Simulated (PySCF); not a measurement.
Cards and structures have been mixed up. Pair them.

Structures:
1. `CC(=O)N/C=C(/C)CF`
2. `O=C1[SiH2]O[SiH2][C@H]1F`
3. `N=P(C)(C)C`
4. `FC(F)(F)C(F)(F)F`
5. `C=CCC[S-]`

Card P (geometry PBE0-D3(BJ)/def2-SVP):
* Rotational constants A, B, C: 19.640, 1.434, 1.412 GHz
* Isotropic shieldings of nuclei other than C and H, by class (GIAO PBE0/pcSseg-1): 602 (1 S) ppm
* Point group: C1
* HOMO energy (PBE0/pcSseg-1): 0.52 eV

Card Q (geometry GFN2-xTB):
* Rotational constants A, B, C: 2.669, 0.917, 0.695 GHz
* Isotropic shieldings of nuclei other than C and H, by class (GIAO PBE0/pcSseg-1): 111 (1 N), -100 (1 O), 433 (1 F) ppm
* Point group: C1
* HOMO energy (PBE0/pcSseg-1): -6.34 eV
* 13C chemical shifts (computed TMS as zero) by class (GIAO PBE0/pcSseg-1): 167.0 (1 C), 127.5 (1 C), 110.3 (1 C), 90.7 (1 C), 24.3 (1 C), 19.8 (1 C) ppm

Card R (geometry GFN2-xTB):
* Rotational constants A, B, C: 2.866, 1.810, 1.810 GHz
* Static isotropic polarisability (wB97X-D/def2-SVPD): 31.8 au
* Dipole moment (wB97X-D/def2-SVPD): 0.00 D by symmetry (numerical residue 0.01 D)
* HOMO energy (wB97X-D/def2-SVPD): -13.64 eV
* Lowest singlet excitation (TDDFT wB97X-D/def2-SVPD): 11.79 eV (105 nm, f = 0.066 summed over 2 states within 0.01 eV)

Card S (geometry GFN2-xTB):
- Rotational constants A, B, C: 2.165, 1.943, 1.466 GHz
- Static isotropic polarisability (B3LYP/def2-SVPD): 76.1 au
- Point group: C1
- Dipole moment (B3LYP/def2-SVPD): 1.66 D
- Lowest singlet excitation (TDDFT B3LYP/def2-SVPD): 3.06 eV (406 nm, f = 0.002)

Card T (geometry GFN2-xTB):
- Rotational constants A, B, C: 3.726, 3.557, 3.433 GHz
- Static isotropic polarisability (PBE0/def2-SVPD): 71.2 au
- Lowest singlet excitation (TDDFT PBE0/def2-SVPD): 5.50 eV (225 nm, f = 0.040)
- Lowest triplet excitation (Tamm–Dancoff) (TDA PBE0/def2-SVPD): 5.32 eV
- HOMO energy (PBE0/def2-SVPD): -6.18 eV

All species are isolated and taken at one optimised geometry, non-relativistic unless stated. Electronic properties by PySCF. NMR classes are plain means over equivalent atoms (diastereotopic ones count apart unless rotation or inversion swaps them), as if these changed places fast.

Problem. Which card belongs to which structure?

Solution. P = 5, Q = 1, R = 4, S = 2, T = 3. What ties each card to its structure:
- 1 (card Q), C6H10FNO, monoisotopic mass 131.1 u, 9 heavy atoms: 6 C in 6 classes; the least shielded carbon (167.0 ppm) is an amide carbonyl carbon; an asymmetric top with C = 0.695 GHz, the lowest such constant on the cards.
- 2 (card S), C2H5FO2Si2, monoisotopic mass 136.0 u, 7 heavy atoms: an asymmetric top with C = 1.466 GHz; polarisability 76.1 au for 70 electrons; dipole 1.66 D.
- 3 (card T), C3H10NP, monoisotopic mass 91.1 u, 5 heavy atoms: an asymmetric top with C = 3.433 GHz, the highest such constant on the cards; polarisability 71.2 au for 50 electrons.
- 4 (card R), C2F6, monoisotopic mass 138.0 u, 8 heavy atoms: a prolate symmetric top with C = 1.810 GHz; polarisability 31.8 au for 66 electrons; a dipole under 0.05 D.
- 5 (card P), [C4H7S]-, monoisotopic mass 87.0 u, 5 heavy atoms: a HOMO at 0.52 eV for the only species of charge -1; an asymmetric top with C = 1.412 GHz.
